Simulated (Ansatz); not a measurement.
Start from `[SiH3][O][AlH][Br]` and change one element to get `[F][AlH][O][SiH3]`.

Ansatz, PBE0-D4/def2-TZVP geometries, multiplicity 1. Each molecule was computed in one conformer, which needn't be the lowest.

Scalar relativity is left out up to krypton.

```json
{"property": "LUMO energy (ωB97M-V/def2-TZVPP) / eV", "`[SiH3][O][AlH][Br]`": "0.53"}
{"property": "HOMO energy (B3LYP/def2-TZVPP) / eV", "`[SiH3][O][AlH][Br]`": "-8.35"}
{"property": "LUMO energy (PBE/def2-TZVPP) / eV", "`[SiH3][O][AlH][Br]`": "-1.85"}
{"property": "LUMO energy (PBE0/def2-TZVPP) / eV", "`[SiH3][O][AlH][Br]`": "-1.08"}
{"property": "size of the dipole moment (ωB97M-V/def2-TZVPP) / D", "`[SiH3][O][AlH][Br]`": "0.88"}
{"property": "HOMO–LUMO gap (PBE0/def2-TZVPP) / eV", "`[SiH3][O][AlH][Br]`": "7.55"}
```

Problem. What does the change do to each property? (An estimate is asked.)

Solution. Computed: 
```tsv
property	`[F][AlH][O][SiH3]`	shift
LUMO energy (ωB97M-V/def2-TZVPP) / eV	0.88	0.35
HOMO energy (B3LYP/def2-TZVPP) / eV	-8.72	-0.37
LUMO energy (PBE/def2-TZVPP) / eV	-1.44	0.41
LUMO energy (PBE0/def2-TZVPP) / eV	-0.65	0.43
size of the dipole moment (ωB97M-V/def2-TZVPP) / D	1.05	0.17
HOMO–LUMO gap (PBE0/def2-TZVPP) / eV	8.28	0.73
```

With PBE0 the HOMO falls by 0.30 eV and the LUMO rises by 0.43 eV, so the gap widens by about 0.73 eV. PBE moves the HOMO by -0.17 eV and ωB97M-V by -0.37 eV. Dipoles are sizes alone; their direction can turn.

B3LYP here is the variant with VWN-RPA as its local correlation; programs differ in this.

Spin–orbit coupling is left out; it splits and shifts lone-pair levels of the heavy atoms by tenths of an eV.
